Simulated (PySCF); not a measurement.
SMILES [SiH](Cl)(Cl)CC[SiH2]C, singlet (GFN2-xTB optimised geometry):

```
17

Si    -1.476    -0.453     0.000
Cl    -2.148     1.450     0.000
Cl    -2.116    -1.378    -1.683
C      0.425    -0.453     0.000
C      1.079     0.461     1.040
Si     0.860    -0.095     2.848
C      1.934     1.012     3.952
H     -2.069    -1.146     1.136
H      0.786    -1.473     0.147
H      0.768    -0.154    -0.997
H      2.148     0.520     0.819
H      0.689     1.473     0.918
H      1.283    -1.498     2.972
H     -0.550     0.019     3.246
H      2.987     0.933     3.696
H      1.651     2.057     3.860
H      1.830     0.735     4.996
```

Computed with PBE0/def2-SVP (PySCF 2.14.0).

Problem. What are the frontier orbital energies and the dipole moment?

Solution. HOMO-2 -9.07 eV, HOMO-1 -8.61 eV, HOMO -8.28 eV, LUMO 0.66 eV, LUMO+1 0.99 eV; dipole moment 2.13 D.

On the same geometry PBE/def2-SVP (PySCF) gives HOMO-2 -7.60 eV, HOMO-1 -7.25 eV, HOMO -6.94 eV, LUMO -0.17 eV, LUMO+1 0.12 eV; dipole moment 2.03 D.

Meta-Löwdin charges at PBE0/def2-SVP: Si1 0.80, Cl2 -0.27, Cl3 -0.27, C4 -0.41, C5 -0.40, Si6 0.61, C7 -0.54, H8 -0.10, H9 0.11, H10 0.12, H11 0.11, H12 0.11, H13 -0.11, H14 -0.11, H15 0.12, H16 0.12, H17 0.12.
